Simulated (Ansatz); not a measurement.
## SbH2 (SMILES [SbH2]): methods side by side

SbH2 has 3 atoms, charge 0, and is taken as a doublet. SMILES: `[SbH2]`. The coordinates come from a PBE0-D4/def2-TZVP relaxation.

```jsonl
{"atom": "Sb", "x (Å)": "0.6598", "y (Å)": "-0.3463", "z (Å)": "0.3157"}
{"atom": "H", "x (Å)": "0.0467", "y (Å)": "1.2442", "z (Å)": "0.1632"}
{"atom": "H", "x (Å)": "-0.7173", "y (Å)": "-0.9627", "z (Å)": "-0.4921"}
```

Quantity: the energy change with the Sb1–H3 bond stretched from 1.711 to 2.567 Å, in eV. The values are calculated.

```
           level                    kind  program  value (eV)  less FCI/STO-3G  CPU time (all runs)
 U-revPBE/STO-3G                     GGA   Ansatz        2.67            +0.22                3.2 s
    UBLYP/STO-3G                     GGA   Ansatz        2.66            +0.21                3.3 s
     UPBE/STO-3G                     GGA   Ansatz        2.73            +0.28                3.2 s
U-wB97M-V/STO-3G  range-separated hybrid   Ansatz        3.19            +0.74                 33 s
  U-wB97X/STO-3G  range-separated hybrid   Ansatz        3.15            +0.70                 16 s
 UBCCD(T)/STO-3G   coupled cluster or CI   Ansatz        2.45             0.00                1.3 s
 UCCSD(T)/STO-3G   coupled cluster or CI   Ansatz        2.46            +0.01                1.2 s
  UCCSDTQ/STO-3G   coupled cluster or CI   Ansatz        2.45             0.00                 88 s
      FCI/STO-3G      exact in the basis   Ansatz        2.45             0.00                1.7 s
```

FCI/STO-3G is exact within its basis and frozen core, so for wave-function methods in that basis the difference is their error; functionals converge differently with the basis, so for them it is only a difference. All-electron rows without a relativistic Hamiltonian named are non-relativistic. The first shape isn't each level's own minimum. The values span 2.45 to 3.19 eV. Spin contamination of the reference (⟨S²⟩ at least 0.1 too high) touches U-wB97M-V/STO-3G, U-wB97X/STO-3G, UBCCD(T)/STO-3G, UCCSD(T)/STO-3G, UCCSDTQ/STO-3G. All rows use very small basis sets, so even the best lies far from the true value. In the correlated wave-function rows the outer d shell of Sb is correlated, in sets not made for it. Times are those of the runs behind each value, whatever else they computed, on shared processors of several kinds: orders of magnitude only.
